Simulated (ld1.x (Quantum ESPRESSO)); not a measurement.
Ranking TM potentials for boron

All share these settings but for the change named:

* Element: B (Z = 5)
* Generator: ld1.x (Quantum ESPRESSO) 7.5
* Type: norm-conserving Troullier–Martins (Kleinman–Bylander form)
* Functional: LDA (PZ)
* Relativity: non-relativistic
* Frozen core: [He]
* Valence charge: 3
* Reference configuration: 2s2 2p0 (charge +1)
* Partial waves: 2p (bound, empty): rc 1.75 bohr; 3d channel at -0.15 Ry: rc 1.50 bohr; 2s (bound): rc 1.05 bohr
* Local potential: the s channel
* Core correction: a·sin(br)/r model core inside 0.80 bohr

Cutoff: the first of the cutoffs (Ry, on a coarse ladder) from which the occupation-weighted sum of valence levels, in a spherical-Bessel basis at the reference potential, stays within 10 and 1 mRy of its value at 400 Ry; the density cutoff is not measured.

The base gives 50 Ry.

Of 8 variants that were run, those that failed, showed a ghost or another fault, or gave nearly equal values are left out.

A variant can come out equal or close to the base.

Q: Rank these variants from softest to hardest (loose cutoff).
A. all radii but the core radius scaled by about 0.88 (s 0.92, p 1.54, d 1.32 bohr)
B. wave 3d channel at -0.15 Ry: rc 1.50 bohr becomes 3d channel at -0.15 Ry: rc 0.98 bohr
C. wave 2s (bound): rc 1.05 bohr becomes 2s (bound): rc 1.48 bohr

A: C (21 Ry), B (50 Ry), A (80 Ry).
